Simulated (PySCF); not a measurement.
## UHF on Cl⁺ (chlorine, charge +1)

Configuration: [Ne] 3s1 3p4 3d1, one real determinant (an excited configuration). Computed with PySCF 2.14 in aug-cc-pVDZ-DK, with the spin-free X2C one-electron Hamiltonian (Gaussian nucleus).

```json
{
  "Total energy": "-459.456462 hartree",
  "One-electron energy": "-625.5190 hartree",
  "Hartree (Coulomb) energy": "193.3879 hartree",
  "Exchange energy": "-27.3253 hartree",
  "⟨S²⟩": "6.0061",
  "⟨L²⟩": "8.005",
  "Sum of ⟨r⟩": "13.95 bohr",
  "Sum of ⟨r²⟩": "23.41 bohr²",
  "Traceless quadrupole moment −½Σ⟨3z² − r²⟩ along its main axis": "0.421 e·bohr²",
  "Langevin diamagnetic susceptibility": "-18.5 ×10⁻⁶ cm³/mol"
}
```

```csv
shell,electrons,mean orbital energy (hartree),spread (hartree),"rms radius, mean of both spins (bohr)"
1s α,1,-106.00019,0,0.105
1s β,1,-105.94884,0,0.105
2s α,1,-11.36727,0,0.478
2s β,1,-11.29322,0,0.478
2p α,3,-8.77916,0.02187,0.450
2p β,3,-8.71053,0.02474,0.450
3s α,1,-1.77078,0,1.57
3p α,3,-1.12208,0.09053,1.80
3p β,1,-0.84769,0,1.80
3d α,1,-0.33057,0,2.50
```

⟨L²⟩ = 8.01 against 12 for a pure F term, so this real determinant mixes terms. The outer electron is Rydberg-like, and this basis confines it to a smaller radius and binds it less than a complete one would.

Densities and radii are taken from the X2C orbitals without a picture-change correction, which distorts them close to the nucleus.

Spin-orbit constants ζ (cm⁻¹) from the X2C one-electron operator on these orbitals: bare nucleus, nucleus screened by l(l+1)(2l+1)/3 electrons, and screened by the Breit-Pauli mean field of the electrons.

```
shell   bare  screened nucleus  mean field
   2p   9953              8782        8242
   3p  854.1             753.6       700.0
   3d  17.95             7.390       3.180
```

To first order the Landé constant is A = -57.81 cm⁻¹, so the lowest level has J = 5 and lies 0.0430 eV below the centre of the term. This holds in LS coupling only.
